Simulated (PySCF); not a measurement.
Worked example: dipole moment from atomic charges

Al(Br)(Me)(NH2) (CH5AlBrN), SMILES [CH3][Al]([NH2])[Br]. Atoms are numbered in the order given.

```xyz
9

Al     0.6464     0.6655     0.2089
Br    -0.8905    -0.9438    -0.2731
C      0.6291     2.3721    -0.7358
H      0.7570     2.2221    -1.8217
H      1.4278     3.0498    -0.3906
H     -0.3369     2.8879    -0.5985
N      1.8188     0.2515     1.4708
H      2.5647     0.8606     1.7990
H      1.8446    -0.6320     1.9745
```
Charge 0, spin multiplicity 1.

Geometry: TPSSh-D3(BJ)/def2-SVP. The structure was generated by enumeration; whether it is a known compound was not checked. Other conformers were not sampled.

Charges (e) from r2SCAN/def2-TZVP run with PySCF:

```json
[
 {"atom": "Al1", "ESP fit": "0.900", "IAO": "1.008"},
 {"atom": "Br2", "ESP fit": "-0.311", "IAO": "-0.331"},
 {"atom": "C3", "ESP fit": "-0.683", "IAO": "-0.831"},
 {"atom": "H4", "ESP fit": "0.141", "IAO": "0.166"},
 {"atom": "H5", "ESP fit": "0.174", "IAO": "0.160"},
 {"atom": "H6", "ESP fit": "0.138", "IAO": "0.166"},
 {"atom": "N7", "ESP fit": "-1.173", "IAO": "-0.886"},
 {"atom": "H8", "ESP fit": "0.416", "IAO": "0.272"},
 {"atom": "H9", "ESP fit": "0.399", "IAO": "0.275"}
]
```

The dipole moment of the full density is 2.45 D.

### Question
What dipole moment does each set of point charges give, and which comes closer to that of the density?

### Answer

μ = Σ q r, and 1 e Å = 4.8032 D.
ESP fit: Σ q r = (0.407, 0.326, 0.179) e Å, |μ| = 2.65 D.
IAO: Σ q r = (0.315, 0.186, 0.177) e Å, |μ| = 1.95 D.
ESP fit comes closer in size. Point charges leave out the atoms' own dipoles (lone pairs, polarised bonds); fits to the potential absorb them, partitions of the density don't.
